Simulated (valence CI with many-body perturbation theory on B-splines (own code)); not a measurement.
**Pt XXX: M1 decay**

Method: valence CI with perturbative core correlation (CI+MBPT): three valence electrons over a frozen Dirac-Fock core [Kr] 4d10, radial functions for each j: 7 s, 7 p, 7 d, 7 f, 4 g, 2 h, with the one-electron correlation potential Σ1 (screened to all orders), the two-electron term Σ2, the three-electron term Σ3, Breit, model QED; selected single and double excitations, second order for the rest, scaled by the run's own slope (own B-spline code, finite nucleus).

The last digits are not significant, and no measured levels were compared; by estimate large intervals hold to a few tenths of a per cent, small ones and those within an open d or f shell to about a per cent. Excitations out of the core, of the other parity, are not computed and may begin above about 180 eV (a cautious bound); beyond it only levels of the ground parity were kept, without lifetimes.

Lines 1 to 50 of 120 in falling wavelength, among levels below 179.87 eV, chosen from the decays that carry over 1 % of a level's rate. Wavelengths and rates use the calculated energies. S is in atomic units (e²a₀⁴ for E2 and M2, e²a₀⁶ for E3), for M1 in squared Bohr magnetons. Weak lines are less certain than strong ones. Lines between different terms over intervals too small for the method are left out, as are lines whose strength nearly cancels.

Levels are named by their leading jj configuration (3d3/2^4 stands for four electrons in 3d with j = 3/2), which in mixed levels can hold well under half, so a name can repeat and another be missing. Letters in brackets count levels of one name in rising energy.

| λ vac (nm) | Upper | Lower | Type | A (s⁻¹) | S (a.u.) |
| --- | --- | --- | --- | --- | --- |
| 992.7 | (4f5/2^2 4f7/2) J=3/2 [a] | (4f5/2^3) J=5/2 | M1 | 5.65e+00 | 8.20e-01 |
| 980.0 | (4f5/2^2 4f7/2) J=5/2 [a] | (4f5/2^3) J=5/2 | M1 | 1.04e+01 | 2.18e+00 |
| 965.9 | (4f5/2 4f7/2^2) J=9/2 [a] | (4f5/2^2 4f7/2) J=7/2 [b] | M1 | 1.13e+01 | 3.77e+00 |
| 902.4 | (4f5/2^2 4f7/2) J=7/2 [a] | (4f5/2^3) J=5/2 | M1 | 4.16e+00 | 9.07e-01 |
| 743.8 | (4f5/2 4f7/2^2) J=3/2 [a] | (4f5/2^2 4f7/2) J=5/2 [b] | M1 | 4.34e+01 | 2.65e+00 |
| 740.8 | (4f5/2^2 4f7/2) J=7/2 [b] | (4f5/2^2 4f7/2) J=7/2 [a] | M1 | 9.09e+00 | 1.10e+00 |
| 732.2 | (4f5/2^2 4f7/2) J=7/2 [a] | (4f5/2^2 4f7/2) J=9/2 | M1 | 3.01e+01 | 3.50e+00 |
| 695.7 | (4f5/2^2 4f7/2) J=7/2 [b] | (4f5/2^2 4f7/2) J=5/2 [a] | M1 | 1.08e+01 | 1.08e+00 |
| 639.9 | (4f5/2 4f7/2^2) J=11/2 [b] | (4f5/2^2 4f7/2) J=11/2 [b] | M1 | 2.25e+01 | 2.62e+00 |
| 614.4 | (4f5/2^2 4f7/2) J=15/2 [b] | (4f5/2 4f7/2^2) J=13/2 [a] | M1 | 3.00e+01 | 4.13e+00 |
| 565.5 | (4f5/2 4f7/2^2) J=7/2 [b] | (4f5/2 4f7/2^2) J=5/2 [a] | M1 | 1.35e+01 | 7.26e-01 |
| 558.7 | (4f7/2^3) J=9/2 | (4f5/2 4f7/2^2) J=9/2 [c] | M1 | 3.49e+01 | 2.26e+00 |
| 555.4 | (4f5/2 4f7/2^2) J=1/2 | (4f5/2 4f7/2^2) J=3/2 [a] | M1 | 1.26e+02 | 1.60e+00 |
| 530.0 | (4f5/2^2 4f7/2) J=15/2 [a] | (4f5/2^2 4f7/2) J=13/2 | M1 | 1.63e+02 | 1.44e+01 |
| 526.3 | (4f5/2 4f7/2^2) J=5/2 [a] | (4f5/2 4f7/2^2) J=7/2 [a] | M1 | 1.57e+01 | 5.10e-01 |
| 513.4 | (4f5/2^3) J=5/2 | (4f5/2^3) J=3/2 | M1 | 9.44e+01 | 2.84e+00 |
| 439.7 | (4f5/2^2 4f7/2) J=5/2 [b] | (4f5/2^2 4f7/2) J=7/2 [b] | M1 | 4.81e+01 | 9.09e-01 |
| 425.5 | (4f5/2 4f7/2^2) J=7/2 [a] | (4f5/2^2 4f7/2) J=7/2 [b] | M1 | 1.88e+01 | 4.31e-01 |
| 420.2 | (4f5/2^2 4f7/2) J=13/2 | (4f5/2^2 4f7/2) J=11/2 [a] | M1 | 5.24e+02 | 2.02e+01 |
| 419.3 | (4f5/2^2 4f7/2) J=11/2 [b] | (4f5/2 4f7/2^2) J=13/2 [a] | M1 | 1.12e+01 | 3.68e-01 |
| 419.3 | (4f5/2 4f7/2^2) J=9/2 [a] | (4f5/2^2 4f7/2) J=7/2 [a] | M1 | 9.45e+01 | 2.58e+00 |
| 414.9 | (4f5/2 4f7/2^2) J=9/2 [b] | (4f5/2^2 4f7/2) J=7/2 [b] | M1 | 3.11e+02 | 8.23e+00 |
| 406.8 | (4f5/2^2 4f7/2) J=7/2 [b] | (4f5/2^3) J=5/2 | M1 | 4.65e+02 | 9.29e+00 |
| 403.5 | (4f5/2 4f7/2^2) J=11/2 [b] | (4f5/2 4f7/2^2) J=9/2 [b] | M1 | 2.32e+02 | 6.79e+00 |
| 386.3 | (4f5/2^2 4f7/2) J=9/2 | (4f5/2^2 4f7/2) J=11/2 [a] | M1 | 8.64e+01 | 1.85e+00 |
| 384.6 | (4f5/2 4f7/2^2) J=5/2 [a] | (4f5/2^2 4f7/2) J=3/2 [b] | M1 | 1.48e+02 | 1.87e+00 |
| 369.5 | (4f5/2 4f7/2^2) J=13/2 [b] | (4f5/2^2 4f7/2) J=11/2 [b] | M1 | 6.51e+01 | 1.70e+00 |
| 368.3 | (4f5/2^2 4f7/2) J=7/2 [b] | (4f5/2^2 4f7/2) J=9/2 | M1 | 1.90e+01 | 2.81e-01 |
| 367.0 | (4f5/2 4f7/2^2) J=9/2 [c] | (4f5/2 4f7/2^2) J=7/2 [a] | M1 | 9.54e+01 | 1.75e+00 |
| 338.4 | (4f5/2^2 4f7/2) J=3/2 [a] | (4f5/2^3) J=3/2 | M1 | 3.71e+02 | 2.13e+00 |
| 336.9 | (4f5/2^2 4f7/2) J=5/2 [a] | (4f5/2^3) J=3/2 | M1 | 3.42e+02 | 2.91e+00 |
| 323.9 | (4f5/2^2 4f7/2) J=3/2 [b] | (4f5/2^2 4f7/2) J=5/2 [a] | M1 | 4.47e+01 | 2.25e-01 |
| 322.5 | (4f5/2^2 4f7/2) J=3/2 [b] | (4f5/2^2 4f7/2) J=3/2 [a] | M1 | 5.05e+02 | 2.51e+00 |
| 321.1 | (4f5/2^2 4f7/2) J=11/2 [a] | (4f5/2^3) J=9/2 | M1 | 1.08e+03 | 1.59e+01 |
| 311.9 | (4f5/2^2 4f7/2) J=1/2 | (4f5/2^2 4f7/2) J=3/2 [a] | M1 | 1.62e+02 | 3.64e-01 |
| 282.6 | (4f7/2^3) J=9/2 | (4f5/2^2 4f7/2) J=11/2 [b] | M1 | 1.22e+02 | 1.02e+00 |
| 277.3 | (4f5/2^2 4f7/2) J=15/2 [b] | (4f5/2^2 4f7/2) J=15/2 [a] | M1 | 4.97e+02 | 6.29e+00 |
| 277.1 | (4f5/2 4f7/2^2) J=7/2 [b] | (4f5/2 4f7/2^2) J=9/2 [b] | M1 | 2.52e+01 | 1.59e-01 |
| 273.0 | (4f5/2 4f7/2^2) J=1/2 | (4f5/2^2 4f7/2) J=1/2 | M1 | 1.10e+02 | 1.65e-01 |
| 272.6 | (4f5/2 4f7/2^2) J=7/2 [b] | (4f5/2 4f7/2^2) J=7/2 [a] | M1 | 2.37e+01 | 1.42e-01 |
| 270.3 | (4f5/2 4f7/2^2) J=7/2 [a] | (4f5/2^2 4f7/2) J=7/2 [a] | M1 | 4.05e+02 | 2.37e+00 |
| 269.4 | (4f5/2^2 4f7/2) J=5/2 [b] | (4f5/2^2 4f7/2) J=5/2 [a] | M1 | 1.31e+02 | 5.70e-01 |
| 267.1 | (4f5/2 4f7/2^2) J=7/2 [b] | (4f5/2^2 4f7/2) J=5/2 [b] | M1 | 6.12e+02 | 3.46e+00 |
| 266.6 | (4f5/2 4f7/2^2) J=9/2 [a] | (4f5/2^2 4f7/2) J=9/2 | M1 | 6.41e+02 | 4.50e+00 |
| 266.0 | (4f5/2 4f7/2^2) J=9/2 [b] | (4f5/2^2 4f7/2) J=7/2 [a] | M1 | 2.49e+02 | 1.73e+00 |
| 265.3 | (4f5/2 4f7/2^2) J=1/2 | (4f5/2^2 4f7/2) J=3/2 [b] | M1 | 4.93e+02 | 6.83e-01 |
| 264.4 | (4f5/2 4f7/2^2) J=11/2 [b] | (4f5/2 4f7/2^2) J=11/2 [a] | M1 | 5.81e+02 | 4.78e+00 |
| 264.0 | (4f5/2 4f7/2^2) J=7/2 [a] | (4f5/2^2 4f7/2) J=5/2 [a] | M1 | 1.03e+03 | 5.61e+00 |
| 261.7 | (4f5/2 4f7/2^2) J=11/2 [a] | (4f5/2^2 4f7/2) J=9/2 | M1 | 4.01e+02 | 3.19e+00 |
| 259.5 | (4f5/2 4f7/2^2) J=11/2 [b] | (4f5/2 4f7/2^2) J=9/2 [a] | M1 | 2.03e+01 | 1.57e-01 |
